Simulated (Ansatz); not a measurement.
Consider the isomerisation: `CBC#CCC` → `C=CCC1BC1`.

Calculated with Ansatz (gas phase, PBE0-D4/def2-TZVP geometries, no zero-point term in ΔE). CCSD(T)/CBS adds triple-zeta CCSD(T) − MP2 to the extrapolated MP2 energy (def2 sets, frozen cores). Functionals use def2-TZVPP. Each species was taken in one conformer, which may not be the lowest.

CCSD(T)/CBS gives +109.3 kJ/mol.

Problem. Another level gave +95.0 kJ/mol. Which?
A. SCS-MP2/def2-TZVPP
B. PBE0/def2-TZVPP
C. CCSD/def2-TZVPP
D. PBE0-D4/def2-TZVPP

Solution. D. PBE0-D4 95.0, CCSD/def2-TZVPP 110.6, PBE0 99.7, SCS-MP2/def2-TZVPP 119.8 kJ/mol.

Largest T1 diagnostic among the species: 0.012.

The D4 term adds −8.9 kJ/mol with B3LYP and −4.7 kJ/mol with PBE0; it sums over pairs of atoms, weighted by their polarisabilities, and B3LYP, whose exchange is more repulsive, gets the larger term. From PBE to PBE0 (25 % exact exchange), in def2-TZVPP and without D4, ΔE moves by −7.1 kJ/mol. In def2-TZVPP, CCSD(T) changes the Hartree–Fock value by −19.3 kJ/mol (the triples alone add +0.1 kJ/mol) and MP2 by −14.2 kJ/mol.

B3LYP here is the variant with VWN-RPA as its local correlation; programs differ in this.
